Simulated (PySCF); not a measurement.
Molecule: `C1(F)=CC=C(O)C=C1`, C$_{6}$H$_{5}$FO.

Mapped SMILES: `[OH:1][c:2]1[cH:3][cH:4][c:5]([F:6])[cH:7][cH:8]1` (H(Xn): hydrogen on atom n).

Geometry PBE0-D3(BJ)/def2-SVP throughout; GIAO in PySCF 2.14, gas phase, one conformer, non-relativistic; equivalent atoms averaged; functional PBE0.

For orientation, cc-pVTZ gives these absolute shieldings σ: O1 218.5, C5 24.7, C2 30.3, C4/C7 67.1, C3/C8 69.7, F6 306.5, H(C4)/H(C7) 24.29, H(C3)/H(C8) 24.57, H(O1) 27.59 ppm.

A run gave: O1 273.8, C5 111.5, C2 113.4, C4/C7 131.0, C3/C8 133.6, F6 329.4, H(C4)/H(C7) 26.02, H(C3)/H(C8) 26.44, H(O1) 29.51 ppm (absolute shieldings σ).

Question: Which basis set was used in that run?
A. 6-31G*
B. aug-cc-pVDZ
C. STO-3G
D. IGLO-III

Answer: C. C5 tells them apart best: STO-3G gives 111.5, aug-cc-pVDZ gives 40.7, 6-31G* gives 45.3, IGLO-III gives 16.7 ppm.
